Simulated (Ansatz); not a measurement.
Reaction (isomerisation): `[CH3][AlH][CH2]N[SiH3]` → `[CH3][AlH][NH]C[SiH3]`

Isolated molecules relaxed with PBE0-D4/def2-TZVP in Ansatz; ΔE leaves out vibrations. CCSD(T)/CBS adds triple-zeta CCSD(T) − MP2 to the extrapolated MP2 energy (def2 sets, frozen cores). DFT in def2-TZVPP. HSE06 is defined as in plane-wave codes. One conformer a species, not always the lowest.

Q: Is it downhill or uphill in electronic energy at CCSD(T)/CBS, and by how much? (An estimate is asked.)

A: The calculation gave: Downhill: ΔE = -47.1 kJ/mol.

Q: What do these levels give: LDA (SPW92), revPBE-D4, BLYP-D4, BHLYP-D4, PBE-QIDH, BLYP, HSE06, BHLYP, RPA@PBE/def2-TZVPP, MP2/def2-TZVPP, CCSD(T)/def2-TZVPP, CCSD/CBS(def2)? (Estimate.)

A: Computed: LDA (SPW92) -41.3, revPBE-D4 -46.1, BLYP-D4 -53.3, BHLYP-D4 -47.9, PBE-QIDH -44.9, BLYP -59.7, HSE06 -46.4, BHLYP -52.9, RPA@PBE/def2-TZVPP -50.1, MP2/def2-TZVPP -48.7, CCSD(T)/def2-TZVPP -49.4, CCSD/CBS(def2) -47.9 kJ/mol.

Largest T1 diagnostic among the species: 0.012.

In def2-TZVPP, CCSD(T) changes the Hartree–Fock value by +6.7 kJ/mol (the triples alone add +0.8 kJ/mol) and MP2 by +7.4 kJ/mol. From BLYP to BHLYP (50 % exact exchange), in def2-TZVPP and without D4, ΔE moves by +6.8 kJ/mol. The D4 term adds +5.2 kJ/mol with B3LYP and +2.9 kJ/mol with PBE0; it sums over pairs of atoms, weighted by their polarisabilities, and B3LYP, whose exchange is more repulsive, gets the larger term.

B3LYP here is the variant with VWN-RPA as its local correlation; programs differ in this.
